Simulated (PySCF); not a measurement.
**Worked example: dipole moment from atomic charges**

Hf(Cl)3(SH) (Cl₃HHfS), SMILES [Hf]([SH])([Cl])([Cl])[Cl], multiplicity 1. Atoms are numbered in the order given.

```xyz
6

Hf     0.0401    -0.0058     0.0000
Cl     0.5005     1.2758    -1.8957
Cl     0.5005     1.2758     1.8957
Cl     1.1612    -2.0448     0.0000
S     -2.3108    -0.5592     0.0000
H     -2.6709     0.7485     0.0000
```

Geometry: PBE0-D3(BJ)/def2-SVP. The multiplicity is an assumed one; no other spin state was optimised. The structure was generated by enumeration; whether it is a known compound was not checked. The def2 effective core potentials stand for the cores of Hf; spin–orbit coupling is left out. Other conformers were not sampled.

Charges (e) from PBE0/def2-TZVP run with PySCF:

| atom | ESP fit | Mulliken |
|---|---|---|
| Hf1 | 0.566 | 1.151 |
| Cl2 | -0.175 | -0.314 |
| Cl3 | -0.175 | -0.314 |
| Cl4 | -0.112 | -0.307 |
| S5 | -0.293 | -0.403 |
| H6 | 0.188 | 0.188 |

The dipole moment of the full density is 0.65 D.

Q: What dipole moment does each set of point charges give, and which comes closer to that of the density?

A: 
μ = Σ q r, and 1 e Å = 4.8032 D.
ESP fit: Σ q r = (-0.108, 0.084, 0.000) e Å, |μ| = 0.65 D.
Mulliken: Σ q r = (-0.196, 0.186, 0.000) e Å, |μ| = 1.30 D.
ESP fit comes closer in size. Point charges leave out the atoms' own dipoles (lone pairs, polarised bonds); fits to the potential absorb them, partitions of the density don't.
